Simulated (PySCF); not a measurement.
Compound: C6H12Si.
Z-matrix (Å and degrees, GFN2-xTB geometry), rows numbered from 1:
```
C 
C   1  1.4894
C   2  1.3361  1  129.24
C   3  1.5062  2  106.16  1   179.97
Si  2  1.9046  1  137.01  3   179.95
C   5  1.9024  2  117.56  1    68.08
C   5  1.9024  2  117.56  1   -68.03
H   1  1.0897  2  110.25  3  -120.66
H   1  1.0897  2  110.27  3   120.69
H   1  1.0890  2  111.06  3     0.00
H   3  1.0801  2  128.94  1    -0.00
H   4  1.0891  3  113.01  2   118.91
H   4  1.0891  3  113.00  2  -118.91
H   6  1.0855  5  110.72  2   -78.00
H   6  1.0856  5  111.23  2   162.38
H   6  1.0850  5  111.31  2    41.98
H   7  1.0850  5  111.32  2   -42.04
H   7  1.0855  5  110.72  2    77.98
H   7  1.0856  5  111.23  2  -162.43
```

NICS = −σ at a ghost point: NICS(0) at the centroid of the ring atoms, NICS(1) 1 Å to either side along the normal of their mean plane, zz for the tensor component along that normal. Level: GIAO PBE0/pcSseg-1 (PySCF, non-relativistic, gas phase) on the GFN2-xTB geometry, one conformer.

Ring bond lengths (Å), with Mayer bond orders in brackets: C2–C3 1.336 (1.81), C3–C4 1.506 (1.02), C4–Si5 1.934 (0.89), Si5–C2 1.905 (0.86).

Task: What do the NICS probes read (ppm)?

Result: 
```
        ring                                                      type  NICS(0)  NICS(1), two faces  NICS(1)zz, two faces  rms pucker (Å)  centre to ring atoms, mean (Å)
C2–C3–C4–Si5  4-membered ring with Si; formal bonds 1 double, 3 single      0.1         -2.5 / -2.5             2.6 / 2.6            0.00                            1.17
```

Task: What do they say, and how far can they be read as aromaticity?

Result: 
- C2–C3–C4–Si5: mean NICS(1)zz 2.6 ppm, near zero. C4, Si5 have four or more neighbours, so the value isn't read as a sign of a π ring current.

Task: List the ring angles and the Hirshfeld charges of the ring atoms.

Result: 
- C2–C3–C4–Si5: C2 93.8° (-0.092 e), C3 106.2° (-0.050 e), C4 87.4° (-0.177 e), Si5 72.7° (+0.404 e); sum 360.0° against 360° for a flat convex ring.

On an Arm Neoverse N1 with one thread, shared host with 64 logical CPUs at a one-minute load of 61, this took 53 s of wall time and 0.85 GiB of memory at its peak. This is the whole shielding run at PBE0/pcSseg-1, SCF included.
